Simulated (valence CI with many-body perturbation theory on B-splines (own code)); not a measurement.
# From CI to CI+MBPT in Tb16+

Calculated by relativistic CI+MBPT: three valence electrons over a frozen Dirac-Fock core [Kr] 4d10, radial functions for each j: 8 s, 8 p, 9 d, 9 f, 6 g, 3 h, 2 i, with the one-electron correlation potential Σ1, the two-electron term Σ2, the three-electron term Σ3, Breit, model QED; selected CI, second order for the rest (own B-spline code, finite nucleus).

No measured levels were compared; by estimate terms of the open shell hold to a few per cent of their energy, and close levels can change places. Core correlation moves these levels by up to 38000 cm⁻¹, and in measured spectra 5 to 20 % of such shifts remained as error; rates that hang on mixing are uncertain with them.

Each rung adds one term. CI alone is the Dirac-Coulomb CI over the frozen core; QED comes last and gives the full result, which names the levels. Energies are above 4f3 4I°_9/2 on the same rung, in eV.

Names give the largest LS component (configuration and term), which can be under half, so a name can repeat, a term be missing and a line seem to break the LS rules; names also repeat where a configuration has a term twice. Letters in brackets count levels of one name in rising energy.

| Level | CI alone |
| --- | --- |
| 4f3 4I°_11/2 | 0.7020 |
| 4f3 4I°_13/2 | 1.415 |
| 4f3 4I°_15/2 | 2.126 |
| 4f3 4F°_3/2 | 2.995 |
| 4f3 2H°_9/2 [a] | 3.099 |
| 4f3 4F°_5/2 | 3.421 |
| 4f3 4F°_7/2 | 3.711 |
| 4f3 4S°_3/2 | 3.592 |
| 4f3 4F°_9/2 | 4.150 |
| 4f3 2H°_11/2 [a] | 4.260 |
| 4f3 4G°_5/2 | 4.545 |
| 4f3 2G°_7/2 [a] | 4.521 |
| 4f3 2K°_13/2 | 4.975 |
| 4f3 4G°_7/2 | 5.173 |
| 4f3 4G°_9/2 | 5.401 |
| 4f3 2D°_3/2 [a] | 5.394 |

**Question.** What do these energies become with core correlation, Breit and QED?

**Answer.** 4f3 4I°_11/2 0.7311 (+0.0291); 4f3 4I°_13/2 1.458 (+0.0426); 4f3 4I°_15/2 2.169 (+0.0433); 4f3 4F°_3/2 2.863 (-0.1325); 4f3 2H°_9/2 [a] 3.065 (-0.0339); 4f3 4F°_5/2 3.307 (-0.1135); 4f3 4F°_7/2 3.608 (-0.1033); 4f3 4S°_3/2 3.608 (+0.0158); 4f3 4F°_9/2 4.084 (-0.0654); 4f3 2H°_11/2 [a] 4.279 (+0.0192); 4f3 4G°_5/2 4.350 (-0.1946); 4f3 2G°_7/2 [a] 4.447 (-0.0737); 4f3 2K°_13/2 4.845 (-0.1302); 4f3 4G°_7/2 5.064 (-0.1083); 4f3 4G°_9/2 5.283 (-0.1179); 4f3 2D°_3/2 [a] 5.373 (-0.0214).

**Question.** How does the ionisation energy move along the ladder, and which term matters most?

**Answer.** CI alone 346.90, + Σ1 350.03, + Σ2 354.68, + Σ3 354.70, + Breit 354.76, + QED 354.78 eV. The largest step is Σ2, 4.65 eV. NIST lists 358 ± 17 eV (theoretical).
